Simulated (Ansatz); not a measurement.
Coupled-cluster diagnostics for Sn(vinyl)H3 (C2H6Sn), Ansatz.

Geometry of the singlet (r2SCAN-D4/def2-TZVP):

```
atom    x (Å)    y (Å)    z (Å)
 Sn1  -0.1099  -0.3401  -1.3702
  C2   0.1765  -0.3712   0.7440
  C3   0.0536   0.7007   1.5219
  H4   0.4380  -1.3227   1.2038
  H5  -0.2047   1.6819   1.1312
  H6   0.2074   0.6484   2.5981
  H7  -1.6834   0.2092  -1.7415
  H8   0.1024  -1.9174  -1.9861
  H9   1.0201   0.7111  -2.1011
```

In the def2 sets Sn takes a core potential; there is no spin–orbit coupling. Correlated methods freeze 6 core orbitals; core or outer-core shells of Sn are correlated, in sets that lack core-valence functions.

Problem. Estimate the CCSD(T) correlation energy, the shares of MP2 and (T), T1 and the reference's ⟨S²⟩ for: charge 0, singlet, own geometry in def2-TZVPP; and the rough time on 4 threads of Arm Neoverse V1 on a shared host.

Solution. 
| state | basis | correlation (eV) | MP2 share (%) | (T) share (%) | T1 | ⟨S²⟩ (pure) | wall time |
| --- | --- | --- | --- | --- | --- | --- | --- |
| charge 0, singlet, own geometry | def2-TZVPP | -19.628 | 92.5 | 3.5 | 0.013 | 0.00 (0.00) | 45 s |
Customary marks for T1 are 0.02 (closed shells), 0.045 (open shells) and about 0.05 (3d metals). T1 stays under 0.02 throughout.
